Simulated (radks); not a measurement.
Valence configurations of I IV (all share [Kr]). Calculated with a radial shooting solver on a logarithmic mesh with Libxc functionals: Dirac Kohn-Sham, PBE, spin-unpolarised, spherical densities, point nucleus; open shells are shared between the two j in proportion to 2j + 1. Energies are relative to 4d10 5s2 5p2; eigenvalues in eV.

valence           E (eV)  e(4d3/2)  e(4d5/2)  e(5p1/2)  e(5p3/2)  e(5s1/2)
4d10 5s2 5p2       0.000   -83.357   -81.629   -35.288   -33.839   -46.441
4d10 5s1.5 5p2.5   6.073   -84.007   -82.276   -35.621   -34.159   -46.821
4d10 5s1 5p3      12.174   -84.650   -82.917   -35.949   -34.474   -47.194
4d10 5p4          24.455   -85.917   -84.179   -36.589   -35.090         -
4d9.5 5s1 5p3.5   37.138   -88.274   -86.506   -37.031   -35.486   -48.548
4d9 5s2 5p3       50.578   -90.658   -88.860   -37.471   -35.880   -49.169
4d9 5s1.5 5p3.5   56.971   -91.277   -89.476   -37.783   -36.179   -49.524
4d9 5s1 5p4       63.389   -91.890   -90.087   -38.090   -36.474   -49.874
4d8.5 5s2 5p3.5   77.814   -94.295   -92.461   -38.528   -36.865   -50.491
4d8 5s1 5p5       119.78   -99.102   -97.228   -40.150   -38.391   -52.453

NIST lists [Kr] 4d10 5s2 5p2 as the ground configuration; this level of theory agrees among the configurations tried. The energies are those of spherical spin-averaged densities, not of single terms.
